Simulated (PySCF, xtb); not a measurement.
trans-(1R,2R)-1-chloro-2-ethynylcyclopropane (C₅H₅Cl), SMILES C#C[C@H]1C[C@H]1Cl.

Harmonic wavenumbers (cm⁻¹) from GFN2-xTB run with xtb at its own minimum, in rising order: 100, 172, 273, 312, 451, 502, 649, 663, 678, 815, 859, 954, 1013, 1042, 1057, 1069, 1103, 1187, 1250, 1360, 1442, 2288, 3022, 3047, 3087, 3112, 3403.

Q: What does PBE-D3(BJ)/def2-SVP run with PySCF 2.14.0 give at its own minimum? (The exact figures need the calculation; the answer reports its results.)

A: 110, 185, 295, 326, 500, 561, 617, 656, 659, 758, 789, 888, 990, 1011, 1027, 1057, 1087, 1172, 1256, 1329, 1402, 2170, 3066, 3071, 3115, 3176, 3411. Paired by order, the mean absolute difference is 34 cm⁻¹ and the zero-point energies are 49.9 and 49.6 kcal/mol.
